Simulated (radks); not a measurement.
Removal energies from the cadmium ion Cd13+, [Ar] 3d10 4s2 4p5, by Delta-SCF beside the eigenvalue of the level emptied. All-electron calculation, scalar-relativistic Kohn-Sham, BLYP, spin-polarised, spherical densities, finite nucleus; Fermi nuclear charge, rms radius of each element as measured or else 0.836 A^(1/3) + 0.57 fm. Program: a radial shooting solver on a logarithmic mesh with Libxc functionals. Open shells are filled with parallel spins first.

| removed from | final configuration | Delta-SCF (eV) | -eigenvalue (eV) |
|---|---|---|---|
| 4p | [Ar] 3d10 4s2 4p4 | 333.16 | 320.62 |
| 4s | [Ar] 3d10 4s1 4p5 | 377.37 | 364.27 |
| 3d | [Ar] 3d9 4s2 4p5 | 712.32 | 683.65 |
| 3p | [Ne] 3s2 3p5 3d10 4s2 4p5 | 916.54 | 889.89 |
